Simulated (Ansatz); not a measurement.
The cluster Mg₃Te₃ (the lowest singlet isomer of a short search) was relaxed with PBE0-D4 (def2-SVP, def2-SVPD) in Ansatz in these states: charge -1 doublet, neutral quintet, neutral singlet, neutral triplet. The geometries follow in no particular order.

In the def2 sets Te takes a core potential; there is no spin–orbit coupling.

A:

```xyz
6

Mg    1.169   -0.608    2.429
Mg    0.707    1.433   -2.254
Mg   -0.759   -0.331   -0.069
Te    1.878    0.857    0.188
Te   -1.265   -1.704    2.214
Te   -1.730    0.353   -2.507
```

B:

```xyz
6

Mg   -1.588   -1.152    0.049
Mg    1.431   -0.349   -1.297
Mg    0.157    1.495    1.245
Te   -0.247   -2.272   -1.910
Te   -2.170    0.529    1.979
Te    2.417    1.749   -0.066
```

C:

```xyz
6

Mg    0.858    0.492   -2.201
Mg    2.158   -0.112    1.075
Mg   -1.230   -0.729    0.353
Te    0.059    1.819    0.313
Te   -1.875   -0.295   -2.180
Te    0.030   -1.175    2.640
```

D:

```xyz
6

Mg   -1.966    0.806    0.970
Mg    1.236    1.053   -1.678
Mg    0.578   -1.474    0.561
Te   -0.939    2.389   -0.912
Te   -1.464   -1.543    2.191
Te    2.555   -1.232   -1.132
```

Problem. Judge from the bond lengths which geometry belongs to which state (an estimate).

Solution. A is the neutral triplet (Mg1–Te4 2.769 Å, Mg2–Te4 2.769 Å, Mg2–Te6 2.677 Å); B is the neutral singlet (Mg1–Te4 2.625 Å, Mg2–Te4 2.625 Å, Mg2–Te6 2.624 Å); C is the neutral quintet (Mg1–Te4 2.953 Å, Mg2–Te4 2.952 Å, Mg2–Te6 2.847 Å); D is the charge -1 doublet (Mg1–Te4 2.665 Å, Mg2–Te4 2.665 Å, Mg2–Te6 2.694 Å).

At PBE0-D4/def2-TZVP a singlet lies 2.27 eV below the neutral triplet. At PBE0-D4/def2-TZVP a singlet lies 3.64 eV below the neutral quintet. These are the stationary points nearest to one start from a short search; other shapes may lie lower in each state.
